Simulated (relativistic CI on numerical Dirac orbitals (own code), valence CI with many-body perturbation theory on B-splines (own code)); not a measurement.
## Six levels of theory along the 14-electron sequence, Si to S²⁺

Errors of calculated excitation energies against measured levels, in cm⁻¹, for ions with the ground configuration 3s2 3p2. A: short ab initio CI on KLI orbitals; B: with Slater integrals scaled by 0.85 (0.9 from charge 5); C: with a P86 correlation functional too. D: large valence CI outside the frozen Dirac-Fock core [Ne] of the bare core ion; E: with the core-valence potential Σ₁; F: with Σ₁, the screening Σ₂, a three-electron term, Breit and QED. Only levels that pair in all six are counted (misses over 12,000 cm⁻¹ in F are taken as false pairs). α is the calculated polarisability of the core. The settings of D to F were settled on neutral and singly charged spectra, so those rows are no blind test.

Mean absolute error inside 3s2 3p2:

```tsv
Ion	A	B	C	D	E	F
Si	737	801	783	52	116	41
P⁺	1002	522	515	85	151	41
S²⁺	1316	340	337	130	197	48
```

Mean signed error of 3s2 3p 4p:

| Ion | α (bohr³) | A | B | C | D | E | F |
| --- | --- | --- | --- | --- | --- | --- | --- |
| Si | 0.162 | +973 | -784 | +3646 | -36 | +576 | +30 |
| P⁺ | 0.106 | +7149 | +3762 | +8229 | -291 | +818 | +8 |
| S²⁺ | 0.0721 | +11054 | +6600 | +11163 | -513 | +1012 | -26 |

Inside 3s2 3p2, A goes from 737 to 1316, B from 801 to 340 and F from 41 to 48; F is closer than B for 3 of the 3 ions. For 3s2 3p 4p, D misses by -36 in Si and -513 in S²⁺, although α falls from 0.16 to 0.072 bohr³; with all terms F leaves +30 and -26, that is 86 % and 5 % of D's error.

Sources of the measured levels: Si, NIST Handbook of Basic Atomic Spectroscopic Data; P⁺, NIST Handbook of Basic Atomic Spectroscopic Data; S²⁺, NIST levels in Podobedova, Kelleher and Wiese, J. Phys. Chem. Ref. Data 38, 171 (2009).
